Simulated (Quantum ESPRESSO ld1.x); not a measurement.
Problem. Hf III, 70 electrons, occupied as [Xe] 4f12 5d2 6p2 (not the ground configuration). All-electron calculation, scalar-relativistic Kohn-Sham, LDA (Slater exchange, Perdew-Zunger correlation), spin-polarised, spherical densities, point nucleus; open shells are filled with parallel spins first. Program: ld1.x of Quantum ESPRESSO 7.5. Some entries of the table are withheld. Estimate them.

orbital,occ.,eigenvalue (eV),<r> (bohr),<r^2> (bohr^2)
1s up,1,-65274.3,0.01900,0.0004955
1s down,1,-65274.3,0.01900,0.0004955
2s up,1,-11200.8,0.08042,0.007649
2s down,1,-11200.7,0.08042,0.007649
2p up,3,-9843.81,0.07175,0.006289
2p down,3,-9843.65,0.07175,0.006289
3s up,1,-2588.15,0.2089,0.04988
3s down,1,-2586.94,0.2088,0.04985
3p up,3,-2182.84,0.2087,0.05050
3p down,3,-2181.62,0.2087,0.05047
3d up,5,-1702.04,0.1891,0.04193
3d down,5,-1701.05,0.1891,0.04190
4s up,1,-556.734,0.4671,0.2463
4s down,1,-554.512,0.4672,0.2464
4p up,3,-423.166,0.4957,0.2795
4p down,3,-421.000,0.4959,0.2797
4d up,5,-250.554,0.5305,0.3260
4d down,5,-248.427,0.5307,0.3263
5s up,1,-100.653,1.094,1.344
5s down,1,-98.8171,1.094,1.342
5p up,3,(1),1.262,1.800
5p down,3,(2),1.260,1.791
4f up,7,-59.1756,0.6267,0.4897
4f down,5,-57.0368,0.6277,0.4913
5d up,2,(3),1.763,3.591
5d down,0,(4),1.747,3.526
6p up,2,-16.7092,3.217,11.55
6p down,0,-14.3568,3.336,12.50

Solution. 
(1) 5p up eigenvalue (eV): -66.7216
(2) 5p down eigenvalue (eV): -64.8330
(3) 5d up eigenvalue (eV): -27.4721
(4) 5d down eigenvalue (eV): -25.3165
